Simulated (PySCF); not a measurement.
Removing an electron from `[SiH3]OC1CC1`

C3H8OSi.
Cartesian coordinates in Å at the PBE0-D3(BJ)/def2-SVP level; atoms count from 1:
```xyz
13
C3H8OSi angstrom
Si     2.1336    0.9118    0.3893
O      0.8461   -0.0542    0.8396
C      0.0683   -0.7150   -0.1019
C     -1.3544   -0.9778    0.2491
C     -1.0162    0.0327   -0.8175
H      2.7651    1.3773    1.6526
H      1.6745    2.0834   -0.4193
H      3.1178    0.1295   -0.4227
H      0.6047   -1.4924   -0.6634
H     -1.6839   -0.5887    1.2156
H     -1.7996   -1.9321   -0.0432
H     -1.2222   -0.2074   -1.8641
H     -1.1376    1.0878   -0.5576
```

Level: PBE0/def2-SVPD (PySCF). Frontier orbitals with their largest atomic shares (Löwdin; up to four atoms above 4 %):

```tsv
orbital	ε (eV)	main atoms
HOMO−3	-9.54	Si1 36 %, H6 27 %, H7 16 %, O2 8 %
HOMO−2	-9.19	Si1 21 %, H8 17 %, C5 14 %, O2 13 %
HOMO−1	-8.14	O2 29 %, C4 24 %, C3 15 %, C5 11 %
HOMO	-7.64	?
LUMO	0.31	Si1 40 %, H8 12 %, H7 11 %, H6 10 %
LUMO+1	0.79	Si1 47 %, H7 12 %, H6 10 %, H8 10 %
LUMO+2	1.24	C4 21 %, H11 20 %, Si1 11 %, H12 8 %
```

Task: What vertical ionisation energy does ΔSCF give, and how far is −ε(HOMO) from it?

Result: ΔSCF: 9.67 eV (933 kJ/mol; threshold wavelength 128 nm); ⟨S²⟩ of the doublet left behind is 0.755, against 0.75 for a pure doublet. −ε(HOMO) is 7.64 eV, 2.03 eV below it. In exact Kohn–Sham theory the two would be equal; PBE0 (global hybrid, 25 % exact exchange) falls short of its own ΔSCF value by 21 %.

Task: On which atoms does the HOMO lie?

Result: O2 (silyl ether oxygen) 34 %, C5 (three-membered-ring carbon) 21 %, C3 (sp3 carbon bound to oxygen) 21 %, C4 (three-membered-ring carbon) 9 %, so no atom holds as much as 40 %. The HOMO−1 lies 0.50 eV lower.

Task: What total energies stand behind the ΔSCF value?

Result: E(N) = -483.26553 Eh and E(N − 1) = -482.91023 Eh at the same geometry, 0.35530 Eh apart.

Task: What kinetic energy would electrons from this vertical process carry with He I light (21.218 eV)?

Result: 21.22 − 9.67 = 11.55 eV.

Task: Shift the occupied levels rigidly so that −ε(HOMO) equals the ΔSCF value. What binding energies result?

Result: The shift is +2.03 eV: HOMO 9.67, HOMO−1 10.17, HOMO−2 11.22, HOMO−3 11.57 eV. A rigid shift is only a rough guide to the deeper ionisations.

One conformer (not necessarily the lowest) at the PBE0-D3(BJ)/def2-SVP geometry, without solvent, vibrations or thermal averaging.

These values come from a run that also computed excited states and ΔSCF ions. Time: 46 s; peak memory 0.81 GiB. Hardware: one thread of an Arm Neoverse V2, on a shared host.
